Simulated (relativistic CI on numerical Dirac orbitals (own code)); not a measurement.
## Pd³¹⁺: computed level list

Calculated at this level of theory: Dirac-Coulomb-Breit CI, orbitals from a KLI potential per configuration, a model potential for QED, unscaled Slater integrals (own radial code, finite nucleus).

CI space (outside the closed core [Ne]): 3s²3p³, 3s3p⁴, 3s²3p²3d, 3p⁵, 3s3p³3d, 3p⁴3d, 3s3p²3d², 3s²3p3d4p, 3p⁴4s, 3s3p²3d4s, 3p⁴4p, 3s²3p²4s, 3s²3p²4p, 3s²3p²4d, 3p³3d4p, 3s3p³4s, 3s²3p²4f, 3s3p³4p, 3s3p³4d, 3s3p³4f, 3s²3p²5s, 3s²3p²5p, 3s²3p4s4p, 3s²3p²5d, 3s²3p²5f, 3s²3p²5g, 3s3p²4s², 3s3p³5s, 3s²3p3d², 3s²3d³, 3s3p3d³, 3s²3d²4s, 3s²3d²4p, 3s²3d²4d, 3p³3d², 3p²3d³, 3p²3d²4s, 3p²3d²4p, 3p²3d²4d, 3s²3p3d4s, 3s3p3d²4s, 3s²3d4s², 3s²3d4s4p, 3s²3d4s4d, 3s3p²3d4p, 3s3p3d²4p, 3s3p3d4s4p, 3s3p3d4p², 3s3p3d4p4d, 3p³3d4s, 3p²3d4s², 3p²3d4s4p, 3p²3d4s4d, 3s²3p4s², 3s3p3d4s², 3s²4s²4p, 3s²4s²4d, 3s²3p4p², 3s²3d4p², 3s²4s4p², 3s²4p³, 3s²4p²4d, 3s3p²4s4p, 3s3p4s²4p, 3s3p4s4p², 3s3p4s4p4d. Double excitations out of closed p, d and f shells are left out; levels of such configurations are missing from the list, as are those of other unlisted configurations, and high levels can miss mixing partners. These lack a partner that the ground configuration has and come out too high: 3s²3p²4f, 3s3p³4d, 3s3p³4f, 3s²3p²5s, 3s²3p²5p.

The lowest level is 3s²3p³ ⁴S°3/2, with 39 % of that term; Hund's rules for 3s²3p³ give ⁴S° with J = 3/2, in agreement.

| No. | Configuration | Term | J | E (cm⁻¹) | % | Next component (%) | Lifetime (s) |
| --- | --- | --- | --- | --- | --- | --- | --- |
| 1 | 3s²3p³ | ⁴S° | 3/2 | 0 | 39 | 38 ²P° |  |
| 2 | 3s²3p³ | ²D° | 3/2 | 249882 | 49 | 46 ⁴S° | 2.98e-06 |
| 3 | 3s²3p³ | ²D° | 5/2 | 302890 | 98 | 1 3s3p³3d ²D° | 1.53e-05 |
| 4 | 3s²3p³ | ²P° | 1/2 | 369636 | 98 | 1 3s²3p3d² ²P° | 2.82e-06 |
| 5 | 3s²3p³ | ²P° | 3/2 | 622612 | 56 | 28 ²D° | 1.05e-06 |
| 6 | 3s3p⁴ | ⁴P | 5/2 | 898914 | 71 | 14 ²D | 1.26e-10 |
| 7 | 3s²3p²3d | ⁴F | 3/2 | 964248 | 24 | 22 ²D | 2.16e-10 |
| 8 | 3s3p⁴ | ⁴P | 1/2 | 1041490 | 50 | 34 ²S | 3.28e-11 |
| 9 | 3s3p⁴ | ⁴P | 3/2 | 1071311 | 36 | 27 3s²3p²3d ⁴F | 2.51e-11 |
| 10 | 3s²3p²3d | ⁴F | 5/2 | 1114556 | 36 | 26 ⁴D | 3.35e-11 |
| 11 | 3s3p⁴ | ⁴P | 3/2 | 1192010 | 32 | 27 ²D | 4.62e-11 |
| 12 | 3s3p⁴ | ²D | 5/2 | 1228377 | 23 | 23 3s²3p²3d ²F | 3.20e-10 |
| 13 | 3s²3p²3d | ²P | 3/2 | 1229389 | 37 | 24 ⁴F | 2.35e-10 |
| 14 | 3s²3p²3d | ⁴D | 1/2 | 1237801 | 63 | 21 ²P | 1.38e-10 |
| 15 | 3s²3p²3d | ²F | 5/2 | 1258795 | 38 | 27 3s3p⁴ ²D | 1.33e-10 |
| 16 | 3s²3p²3d | ⁴F | 7/2 | 1282972 | 50 | 26 ²G | 2.59e-09 |
| 17 | 3s²3p²3d | ⁴D | 7/2 | 1306828 | 49 | 26 ²F | 3.56e-08 |
| 18 | 3s²3p²3d | ⁴D | 1/2 | 1357720 | 25 | 25 3s3p⁴ ²P | 1.14e-11 |
| 19 | 3s²3p²3d | ⁴F | 9/2 | 1358401 | 56 | 43 ²G | 1.18e-04 |
| 20 | 3s²3p²3d | ⁴D | 3/2 | 1369852 | 42 | 18 3s3p⁴ ²D | 1.92e-11 |
| 21 | 3s²3p²3d | ⁴P | 5/2 | 1384300 | 26 | 23 ²F | 8.48e-12 |
| 22 | 3s²3p²3d | ²D | 3/2 | 1440782 | 23 | 22 ⁴P | 2.49e-12 |
| 23 | 3s²3p²3d | ⁴D | 5/2 | 1450827 | 31 | 26 ⁴P | 4.19e-12 |
| 24 | 3s²3p²3d | ²G | 7/2 | 1456742 | 52 | 21 ²F | 2.36e-11 |
| 25 | 3s²3p²3d | ⁴P | 1/2 | 1466547 | 42 | 22 ²S | 3.16e-12 |
| 26 | 3s²3p²3d | ²P | 3/2 | 1503454 | 34 | 34 3s3p⁴ ²P | 3.84e-12 |
| 27 | 3s²3p²3d | ²D | 3/2 | 1525306 | 68 | 9 ⁴P | 1.04e-11 |
| 28 | 3s²3p²3d | ²D | 5/2 | 1532996 | 50 | 33 ²F | 3.79e-12 |
| 29 | 3s²3p²3d | ²P | 1/2 | 1554650 | 58 | 22 3s3p⁴ ²S | 9.18e-12 |
| 30 | 3s²3p²3d | ²F | 7/2 | 1619431 | 48 | 39 ⁴D | 2.12e-10 |
| 31 | 3s²3p²3d | ²P | 1/2 | 1631901 | 41 | 34 ²S | 6.84e-12 |
| 32 | 3s²3p²3d | ²G | 9/2 | 1644465 | 55 | 43 ⁴F | 2.18e-06 |
| 33 | 3s²3p²3d | ²P | 1/2 | 1689218 | 32 | 28 ⁴P | 2.87e-12 |
| 34 | 3s²3p²3d | ²D | 5/2 | 1699535 | 36 | 21 ²F | 3.08e-12 |
| 35 | 3s²3p²3d | ²D | 3/2 | 1700662 | 38 | 21 ⁴P | 2.75e-12 |
| 36 | 3s²3p²3d | ²F | 7/2 | 1734675 | 78 | 14 ²G | 3.35e-12 |
| 37 | 3s²3p²3d | ²D | 5/2 | 1778733 | 83 | 10 ⁴D | 2.21e-10 |
| 38 | 3s²3p²3d | ²D | 3/2 | 1793784 | 44 | 37 ²P | 3.58e-12 |
| 39 | 3s3p³3d | ⁶D° | 5/2 | 1864673 | 52 | 20 ⁴D° | 1.66e-10 |
| 40 | 3s3p³3d | ⁶D° | 1/2 | 1867261 | 69 | 22 ⁴P° | 2.32e-10 |
| 41 | 3s²3p²3d | ²D | 3/2 | 1867991 | 64 | 25 ²P | 4.47e-12 |
| 42 | 3s3p³3d | ⁶D° | 3/2 | 1868112 | 62 | 12 ⁴D° | 1.40e-10 |
| 43 | 3s3p³3d | ⁶D° | 7/2 | 1877827 | 55 | 20 ⁴D° | 2.78e-10 |
| 44 | 3s²3p²3d | ²S | 1/2 | 1881361 | 23 | 22 3s3p⁴ ²P | 2.80e-12 |
| 45 | 3s²3p²3d | ²D | 5/2 | 1888835 | 54 | 33 ²F | 3.76e-12 |
| 46 | 3s3p³3d | ⁶D° | 9/2 | 1925192 | 68 | 25 ⁴F° | 2.65e-10 |
| 47 | 3s3p³3d | ⁴F° | 3/2 | 1959738 | 43 | 17 ⁴D° | 4.04e-11 |
| 48 | 3p⁵ | ²P° | 3/2 | 1979187 | 42 | 37 3s3p³3d ²P° | 2.68e-11 |
| 49 | 3s3p³3d | ⁴D° | 5/2 | 1994719 | 35 | 21 ⁶D° | 4.57e-11 |
| 50 | 3s3p³3d | ⁴G° | 5/2 | 2067127 | 44 | 16 ²F° | 1.82e-11 |
| 51 | 3s3p³3d | ⁴D° | 7/2 | 2074823 | 33 | 21 ²F° | 4.07e-11 |
| 52 | 3s3p³3d | ⁴D° | 1/2 | 2085018 | 53 | 20 ²P° | 1.72e-11 |
| 53 | 3s3p³3d | ⁴D° | 3/2 | 2103409 | 53 | 21 ⁴F° | 7.33e-11 |
| 54 | 3s3p³3d | ⁴D° | 1/2 | 2109936 | 62 | 15 ⁴P° | 6.15e-11 |
| 55 | 3s3p³3d | ⁴F° | 5/2 | 2119784 | 48 | 26 ⁴D° | 4.58e-11 |
| 56 | 3s3p³3d | ⁴G° | 7/2 | 2128769 | 41 | 18 ⁴D° | 2.59e-11 |
| 57 | 3s3p³3d | ⁴F° | 7/2 | 2146955 | 62 | 11 ⁶D° | 3.12e-11 |
| 58 | 3s3p³3d | ⁴D° | 1/2 | 2148092 | 33 | 24 ²S° | 3.41e-11 |
| 59 | 3s3p³3d | ²F° | 5/2 | 2187228 | 22 | 19 ⁴D° | 9.89e-12 |
| 60 | 3s3p³3d | ⁴G° | 9/2 | 2193766 | 45 | 29 ⁴F° | 9.76e-11 |
| 61 | 3s3p³3d | ⁴D° | 3/2 | 2194635 | 49 | 17 ⁴P° | 1.27e-11 |
| 62 | 3s3p³3d | ⁴D° | 7/2 | 2196325 | 39 | 29 ²G° | 3.94e-11 |
| 63 | 3s3p³3d | ²D° | 3/2 | 2218975 | 23 | 15 ⁴P° | 9.97e-12 |
| 64 | 3s3p³3d | ²P° | 1/2 | 2231864 | 49 | 30 3p⁵ ²P° | 3.68e-11 |
| 65 | 3s3p³3d | ⁴F° | 9/2 | 2232434 | 63 | 15 ⁴G° | 3.98e-11 |
| 66 | 3s²3p3d² | ⁴G° | 5/2 | 2267758 | 34 | 25 ²F° | 1.02e-11 |
| 67 | 3s3p³3d | ²G° | 9/2 | 2282052 | 66 | 12 ⁴F° | 8.35e-11 |
| 68 | 3s3p³3d | ⁴G° | 11/2 | 2289753 | 95 | 4 3s²3p3d² ⁴G° | 4.49e-11 |
| 69 | 3s3p³3d | ⁴P° | 5/2 | 2295178 | 49 | 15 ⁴D° | 4.26e-12 |
| 70 | 3s3p³3d | ⁴D° | 1/2 | 2299893 | 45 | 28 ²P° | 4.95e-12 |

Energies count from the lowest computed level; ° marks odd parity; lifetimes are radiative, by E1, M1, E2, M2, E3 decay to levels of this space only.

The mean weight of the leading LS term, summed over parents, in these 70 levels is 48 %, and that of the leading jj configuration (from the same eigenvectors) 62 %, so jj coupling describes them better and the LS labels are nominal.

At this charge energies of transitions that change n are usually good to better than 1 %, and those within a shell (Δn = 0) to a few per cent.

LS names give the leading component of a level, which can be under half, so a name can repeat, a term be missing and a line seem to break the LS rules.
